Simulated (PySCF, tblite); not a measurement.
Isomers of C7H13F3, one GFN2-xTB conformer each. Single-point energies are computed at PBE0/pcSseg-1 (PySCF, gas phase, no added dispersion term), electronic only.

Question: Rank them by PBE0/pcSseg-1 energy, lowest first (kJ/mol).
A. `[CH3:1][CH:2]([CH3:3])[C@@H:4]([CH3:5])[CH2:6][C:7]([F:8])([F:9])[F:10]` with C1–C2–C4–C5 -63°, C2–C4–C6–C7 61°
B. `[CH3:1][C:2]([CH3:3])([F:4])[CH2:5][C@:6]([CH3:7])([F:8])[CH2:9][F:10]` with C1–C2–C5–C6 51°, C2–C5–C6–C7 52°, C5–C6–C9–F10 -62°
C. `[CH3:1][CH2:2][CH2:3][CH2:4][C@H:5]([CH3:6])[C:7]([F:8])([F:9])[F:10]` with C1–C2–C3–C4 -179°, C2–C3–C4–C5 -175°, C3–C4–C5–C6 -65°

Answer: C (0.0), A (8.0), B (60.0).

As drawn, the lowest has two fluorines on one carbon, which the highest lacks. Neighbours under 10 kJ/mol apart (CCCC[C@H](C)C(F)(F)F and CC(C)[C@@H](C)CC(F)(F)F) can change places with a better method, another conformer or zero-point energy. GFN2-xTB itself gives, in the same order: 0.0, 4.7, 21.3. Both levels put the same isomer lowest; measured from each level's own lowest isomer, the values differ by up to 38.7 kJ/mol (CC(C)(F)C[C@](C)(F)CF: 21.3 against 60.0).

Q: Which frontier levels, dipoles and rotational constants go with these structures?

A: 
```csv
SMILES,"HOMO (eV, PBE0/pcSseg-1)",LUMO (eV),dipole (D),"A, B, C (MHz)"
CCCC[C@H](C)C(F)(F)F,-9.20,1.32,2.58,"2771, 545.4, 507.9"
CC(C)[C@@H](C)CC(F)(F)F,-9.03,1.24,2.38,"2039, 809.5, 746.1"
CC(C)(F)C[C@](C)(F)CF,-8.62,1.29,1.46,"1937, 843.4, 770.9"
```

Q: What happens when harmonic zero-point energies from GFN2-xTB frequencies are added?

A: 
```tsv
SMILES	ZPE (kJ/mol)	electronic (kJ/mol)	with ZPE (kJ/mol)
CCCC[C@H](C)C(F)(F)F	501.3	0.0	0.0
CC(C)[C@@H](C)CC(F)(F)F	501.2	8.0	8.0
CC(C)(F)C[C@](C)(F)CF	496.7	60.0	55.4
```

The zero-point energies span 4.6 kJ/mol. The order is unchanged.
